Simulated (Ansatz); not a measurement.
`CCOBS` + `[Cl][Ge][Br]` → `CCOBCl` + `[SH][Ge][Br]`  (redistribution)

Computed with Ansatz on PBE0-D4/def2-TZVP structures; ΔE is electronic, products minus reactants. CCSD(T)/CBS is the MP2 limit (def2-TZVPP, def2-QZVPP) plus CCSD(T) − MP2 in def2-TZVPP, frozen cores. For Br, Ge outer-core shells are correlated without core-valence functions, which leaves a few kJ/mol of doubt a bond. Scalar relativity is left out up to krypton. Each species was taken in one conformer, which may not be the lowest.

```csv
species,CCSD/CBS(def2) energy (Eh)
`CCOBS`,-578.09301
`[Cl][Ge][Br]`,-5109.25835
`CCOBCl`,-639.50962
`[SH][Ge][Br]`,-5047.84063
```

Work out ΔE.

ΔE = (-639.50962) + (-5047.84063) − (-578.09301) − (-5109.25835) = 0.00111 Eh = +0.7 kcal/mol. CCSD(T)/CBS gives +0.4 kcal/mol.

Largest T1 diagnostic among the species: 0.013.

In def2-TZVPP, CCSD(T) changes the Hartree–Fock value by −1.4 kcal/mol (the triples alone add −0.3 kcal/mol) and MP2 by −1.6 kcal/mol.
